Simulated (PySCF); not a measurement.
**CdP and its ions**

PBE0; Cd def2-SVPD with ECP28, P def2-SVPD; scalar-relativistic core potentials (PySCF 2.14). Neutral (UKS): quartet (σ ↑, π ↑↑), Re = 2.679 Å, ωe = 170 cm⁻¹, De = 0.34 eV, HOMO -5.45 eV, LUMO -2.68 eV.

CdP⁺ (UKS): triplet (π ↑↑), Re = 2.501 Å, ωe = 265 cm⁻¹, De = 1.74 eV to Cd⁺ + P. The energies at the minima are -508.76895 hartree for CdP and -508.49702 for CdP⁺.

(1) Work out the adiabatic ionisation energy, without and with harmonic zero-point energies (1 hartree = 27.2114 eV, 1 eV = 8065.5 cm⁻¹), and the change of the bond length.

Weak bonds: CdP. Basis-set superposition, not corrected here, can be much of De in a small basis, most of all at correlated wavefunction levels. Spin–orbit coupling is left out. For an ion De counts to the pair picked by the measured ionisation energies or electron affinities, which need not be the lowest pair at this level. States were picked by a PBE0 search and need not be the measured ground states.

## Answers

(1) At PBE0: 0.27193 hartree = 7.400 eV between the minima; the zero-point term (265.0 − 170.0)/2 cm⁻¹ = +0.006 eV makes it 7.405 eV. Re changes by -17.8 pm against the neutral. The electron leaves a σ orbital, and the shorter bond of the ion fits an antibonding orbital, or a change in how ionic the bond is.
